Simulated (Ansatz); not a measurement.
Isolated molecules relaxed with PBE0-D4/def2-TZVP in Ansatz; ΔE leaves out vibrations. CCSD(T)/CBS adds triple-zeta CCSD(T) − MP2 to the extrapolated MP2 energy (def2 sets, frozen cores). Functionals use def2-TZVPP. B3LYP here is the variant with VWN-RPA as its local correlation; programs differ in this. Each species was taken in one conformer, which may not be the lowest.

Reaction (ligand exchange at a B–O bond): `CBOC(=O)O` + `NBN` → `CBNBN` + `O=C(O)O`

```
             level  ΔE (kJ/mol)  difference from CCSD(T)/CBS
            PBE-D4        -13.5                         -3.7
         r2SCAN-D4         -9.9                         -0.1
          B3LYP-D4         -8.0                          1.8
           ωB97X-V         -8.2                          1.6
           ωB97M-V         -9.4                          0.4
            B2PLYP         -7.3                          2.5
               PBE        -12.1                         -2.3
             B3LYP         -5.8                          4.0
     HF/def2-TZVPP         -1.2                          8.6
    MP2/def2-TZVPP        -11.7                         -1.9
SCS-MP2/def2-TZVPP         -9.5                          0.3
    MP2/def2-QZVPP        -11.0                         -1.2
SCS-MP2/def2-QZVPP         -8.8                          1.0
      HF/CBS(def2)         -0.1                          9.7
     MP2/CBS(def2)        -11.0                         -1.2
    CCSD/CBS(def2)         -8.6                          1.2
       CCSD(T)/CBS         -9.8                            0
```

Largest T1 diagnostic among the species: 0.014.

In def2-TZVPP, CCSD(T) changes the Hartree–Fock value by −9.4 kJ/mol (the triples alone add −1.2 kJ/mol) and MP2 by −10.5 kJ/mol.
